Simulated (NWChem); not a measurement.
Species: CH4O3Si; SMILES O=CO[SiH2]O

```xyz
9

O      0.9222    -1.5157     0.2808
C     -0.1971    -1.5717    -0.1610
O     -0.9950    -0.5272    -0.3085
Si    -0.4261     1.0089     0.2409
O      1.0700     1.3243    -0.3672
H     -0.6810    -2.5123    -0.4966
H     -0.4781     0.9508     1.7255
H     -1.3808     1.9816    -0.3303
H      1.7104     0.6345    -0.1460
```
Atoms are numbered in this order, from 1.

Computed with NWChem. Medium grid unless said otherwise, to which SCAN and Minnesota functionals are sensitive. Coordinates come from a PBE0/def2-SVP optimisation. B3LYP is NWChem's, with the RPA form of VWN correlation.

Problem. Among these, which level gives the lowest value of “dipole (D)”?
A. B3LYP/def2-TZVP
B. PBE0/def2-TZVP
C. M06-2X/def2-TZVP
D. PBE/def2-TZVP

Solution. D, PBE/def2-TZVP. Values: PBE/def2-TZVP 1.15; PBE0/def2-TZVP 1.29; B3LYP/def2-TZVP 1.30; M06-2X/def2-TZVP 1.39
